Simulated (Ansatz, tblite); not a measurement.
Cost and result up the ladder for FeF₃ (4 atoms). The state is a sextet with charge 0. Geometry: PBE0-D4/def2-TZVP.

```xyz
4

Fe    0.000    0.000    0.000
F     0.877   -0.743    1.318
F    -0.687   -0.994   -1.265
F    -0.191    1.738   -0.054
```

Ansatz on 2 threads of Arm Neoverse V2 on a shared host; xTB runs through tblite on one thread. Times are rough, summed over both states, and most runs start from the orbitals of an earlier one. No level here is sound enough to serve as a yardstick. The other state is a quintet, and no other spin of it was run.

The xTB rows come from tblite.

Run but left out: HF/def2-TZVPP, r2SCAN0-D4/def2-TZVP, B2PLYP/def2-TZVP, MP2/def2-TZVPP, CCSD/def2-TZVPP, CCSD(T)/def2-TZVPP (charge +1 quintet: ⟨S²⟩ 6.37 to 6.99, where a pure state has 6.00).

Raw xTB energies of ions are shifted by several eV, and xTB has no spin-polarisation term.

```tsv
level	functions	wall time	vertical IE (eV)	remarks
GFN2-xTB	21	0.004 s	14.14	–
GFN1-xTB	21	0.006 s	19.67	–
PBE0-D4/def2-TZVP (with forces)	138	16 s	13.26	spin-contaminated (⟨S²⟩ 6.23) (+1 quintet)
PBE-D4/def2-TZVP	138	18 s	11.77	–
r2SCAN-D4/def2-TZVP (with forces)	138	33 s	12.45	spin-contaminated (⟨S²⟩ 6.13) (+1 quintet)
ωB97X-V/def2-TZVP	138	41 s	13.49	spin-contaminated (⟨S²⟩ 6.16) (+1 quintet)
ωB97M-V/def2-TZVP	138	58 s	13.55	spin-contaminated (⟨S²⟩ 6.20) (+1 quintet)
```
